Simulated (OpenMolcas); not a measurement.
## Ir5+: moving or changing the point charges

Ir5+ among 5 point charges of -1 e arranged as a trigonal bipyramid (D3h), 2.17 Å from the ion, with the axial distance 2.061 Å.
```
   2.1700    0.0000    0.0000  -1.00
  -1.0850    1.8793    0.0000  -1.00
  -1.0850   -1.8793    0.0000  -1.00
   0.0000    0.0000    2.0615  -1.00
   0.0000    0.0000   -2.0615  -1.00
```

* Program: OpenMolcas 26.06
* Method: SS-CASPT2, IPEA 0.25 Eh, imaginary shift 0.1 Eh (closed shells correlated: 4f 5s 5p)
* Basis: ANO-RCC-VTZP [8s7p5d3f1g]
* Scalar Hamiltonian: DKH2, point nucleus
* Active space: 4 electrons in 5 orbitals (5d)
* State averaging: 2S+1 = 5 even, 5 roots; 2S+1 = 3 even, 45 roots; 2S+1 = 1 even, 50 roots
* Spin-orbit coupling: state interaction with AMFI integrals over the reference wave functions

Runs around this geometry, states (labels of D3, the rotations of D3h). Energies in cm-1 above the lowest state or level, χT in cm3 K/mol.

```csv
R (Å),q (e),Axial / equatorial distance,Ground state,First state of that spin,First gap with spin-orbit (degeneracies),χT at 300 K,First state of another spin
2.17,-0.65,0.95,5A1,5E 2360,"5490 (1, 2)",0.041,3E 18380
1.99,-1,0.95,5A1,5E 5220,"4890 (1, 2)",0.051,3E 18710
2.17,-1,0.95,5A1,5E 3570,"5180 (1, 2)",0.045,3E 18590
2.28,-1,0.95,5A1,5E 2870,"5320 (1, 2)",0.043,3E 18510
2.17,-1,1.03,5A1,5E 2300,"5590 (1, 2)",0.041,3E 18260
```

Taking the first state of the same spin as R^-n, n = -ln(2870 / 5220) / ln(2.28 / 1.99) = 4.4 between the shortest and longest distance.

Scaling the charges by -0.65 / -1 = 0.65 scales the first state of the same spin by 2360 / 3570 = 0.66; with fixed orbitals a first-order splitting would follow the charge.

Roots that are degenerate in the reference are averaged as groups; the widest CASPT2 spread within a group is 180 cm-1 (the 2-fold group of multiplicity 5 near 4480 cm-1 above the lowest state of its run, R = 2.17, q = -1, ratio = 0.95). Shifts and gaps below about the spread of the groups concerned are not significant. Point charges give a weaker field than real ligands, and real ions of this kind are as a rule low spin; the high spin found here belongs to the model. Free-ion shares, where given, are those of the reference states; single-state CASPT2 does not remix them. Spin-orbit coupling mixes the spin-free states strongly: the lowest level takes only 24 % from its leading state, 5E, which lies 2358 cm-1 above the lowest spin-free state (figures for R = 2.17, q = -0.65, ratio = 0.95; the like holds for R = 1.99, q = -1, ratio = 0.95, R = 2.17, q = -1, ratio = 0.95, R = 2.28, q = -1, ratio = 0.95, R = 2.17, q = -1, ratio = 1.03). The ground term spreads over less than 5000 cm-1, several times less than with real ligands, so orbital moments are less quenched and χT lies further from the spin-only value than at real sites (holds for R = 2.17, q = -0.65, ratio = 0.95; R = 2.17, q = -1, ratio = 0.95; R = 2.28, q = -1, ratio = 0.95; R = 2.17, q = -1, ratio = 1.03). Point charges carry no covalency, so the field is a model and not that of real ligands. No measured value stands beside these numbers.
